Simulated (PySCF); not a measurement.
Working out the excitation energy of Pt

Pt [Xe] 4f14 5d9 6s1 (3D) → Pt [Xe] 4f14 5d8 6s2 (3F). Computed with PySCF 2.14 in aug-cc-pVDZ-PP with ECP60MDF (5s5p4d2f, 54 functions), with scalar relativity through the core potential. Frozen: 5s2 5p6. Energies in hartree (1 hartree = 27.21139 eV):

```csv
part,Pt (lower),Pt (upper)
UHF,-118.512714,-118.501905
CCSD correlation,-0.255567,-0.254231
(T),-0.007866,-0.007813
```

What does Hartree-Fock give?

(-118.501905) − (-118.512714) = 0.010809 hartree = 0.294 eV.

What do CCSD and CCSD(T) give?

The CCSD correlation energies differ by 0.001336 hartree = 0.036 eV and the triples by 0.000053 hartree = 0.001 eV, so CCSD gives 0.330 eV and CCSD(T) 0.331 eV.

Measured between the centres of the two terms (NIST): 0.397 eV, so CCSD(T) (valence) is off by -0.066 eV.

A double-zeta basis recovers only part of the correlation energy.

What remains against the reference includes basis incompleteness, the frozen core and higher excitations.
